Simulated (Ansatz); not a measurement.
The same path of CH$_{4}$ClGeNO (9 atoms, charge 0, multiplicity 1) was run twice with different band settings. Lost on the way: Ge2–O5, C4–H8. Made: N3–H8.

These are results of Ansatz, RKS B3LYP/def2-SVP, not measurements.

Relaxed end points:

```xyz
9
Properties=species:S:1:pos:R:3
Cl -2.273 0.497 1.880
Ge -0.684 0.854 0.451
N 0.771 -0.265 0.586
C 0.443 -0.829 -0.737
O -0.785 -0.159 -1.047
H -0.601 2.380 0.278
H 1.730 0.012 0.775
H 0.274 -1.921 -0.700
H 1.214 -0.615 -1.503
```

```xyz
9
Properties=species:S:1:pos:R:3
Cl -0.380 1.130 2.557
Ge -1.676 0.643 0.740
N 0.089 -0.774 0.078
C 0.748 -0.280 -1.075
O 0.595 -0.749 -2.167
H -0.989 1.741 -0.215
H 0.595 -0.643 0.959
H -0.271 -1.723 -0.046
H 1.377 0.610 -0.849
```

Common settings: spring 5.0 eV/Å²; optimiser quadratic models (default); start path through a guess of the saddle point; force threshold 0.03 eV/Å; iteration limit 60; end points relaxed.

| run | movable images | climbing image |
| --- | --- | --- |
| 1 | 5 | yes |
| 2 | 2 | no |

Q: What does each run give, and how far can it be trusted?

A: Run 1: converged after 34 iterations, highest image 3.164 eV above the first end. Neighbouring images differ by up to 2.8 eV, so the band resolves the path poorly. A vibrational analysis at the climbing image gives one clearly imaginary mode, 1106i cm⁻¹: a first-order saddle point.
Run 2: converged after 25 iterations, highest image 0.505 eV above the first end. No image climbed, so the highest image needn't sit at the top of the path. A band with more images between the same ends climbed to 3.16 eV, so this one has probably stepped over the top. So few images can step over the top or miss a turn of the path.
The orbitals stay closed-shell, which can raise the energy where a bond breaks towards radicals; this wasn't checked here.
